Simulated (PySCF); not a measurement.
methyl radical (CH₃), SMILES [CH3], multiplicity 2. Atoms are numbered in the order given.

```xyz
4

C      0.0000     0.0000     0.0000
H     -1.0872     0.0000     0.0000
H      0.5436    -0.9415     0.0000
H      0.5436     0.9415     0.0000
```
Charge 0, spin multiplicity 2.

Geometry optimised at PBE-D3(BJ)/def2-TZVPD.

Calculation: B3LYP/pcH-1 run with PySCF.

Unrestricted Kohn–Sham, ⟨S²⟩ = 0.753. Hyperfine tensors hold the contact and dipolar terms, without spin-orbit corrections.

**Question.** Estimate the hyperfine couplings. (An estimate is asked for; the answer gives what the named calculation found.)

**Answer.** 
| nucleus | A(iso) (MHz) | A(iso) (G) | dipolar principal values (MHz) |
|---|---|---|---|
| 13C no. 1 | 93.8 | 33.5 | -83.2, -83.2, 166.4 |
| 1H no. 2 | -66.6 | -23.8 | -39.3, -1.4, 40.7 |
| 1H no. 3 | -66.6 | -23.8 | -39.3, -1.4, 40.7 |
| 1H no. 4 | -66.6 | -23.8 | -39.3, -1.4, 40.7 |

**Question.** And the g tensor (effective nuclear charges for spin-orbit coupling, GIAO)? (Estimate from the structure and the level; the computed values follow.)

**Answer.** principal values 2.0022, 2.0030, 2.0030; isotropic 2.0027.
